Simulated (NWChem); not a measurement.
System: thionyl fluoride (SOF2); SMILES O=S(F)F

Results from NWChem. Geometry: optimised at PBE0/def2-SVP. Ions are spin-unrestricted doublets at the neutral geometry; other ion states weren't tried.

For level CAM-B3LYP/def2-SVP:

- vertical ionisation energy, ΔSCF (eV): 12.52
- −ε(HOMO) (eV): 10.95

Task: How do the values read with level PBE/def2-SVP instead?

Result: 
* **vertical ionisation energy, ΔSCF (eV)**: 12.09
* **−ε(HOMO) (eV)**: 7.88
